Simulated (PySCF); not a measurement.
# Working out the ionisation energy of P²⁺

P²⁺ [Ne] 3s2 3p1 (2P) → P³⁺ [Ne] 3s2 (1S). All numbers are calculated (PySCF 2.14, scalar relativity by spin-free X2C-1e, in ANO-RCC-VTZP (5s4p2d1f, 34 functions)). Frozen: 1s2. Energies in hartree (1 hartree = 27.21139 eV):

```
            part  P²⁺ (lower)  P³⁺ (upper)
             UHF  -340.465347  -339.378206
CCSD correlation    -0.081244    -0.066408
             (T)    -0.001452    -0.000483
```

Problem. What does Hartree-Fock give?

Solution. (-339.378206) − (-340.465347) = 1.087141 hartree = 29.583 eV.

Problem. What do CCSD and CCSD(T) give?

Solution. The CCSD correlation energies differ by 0.014836 hartree = 0.404 eV and the triples by 0.000969 hartree = 0.026 eV, so CCSD gives 29.987 eV and CCSD(T) 30.013 eV.

A first-order spin-orbit estimate adds 0.041 eV to CCSD(T) (valence and next inner shell), giving 30.054 eV against 30.203 eV (measured; NIST Atomic Spectra Database, ionization energies).

What remains against the reference includes basis incompleteness, the frozen core and higher excitations.
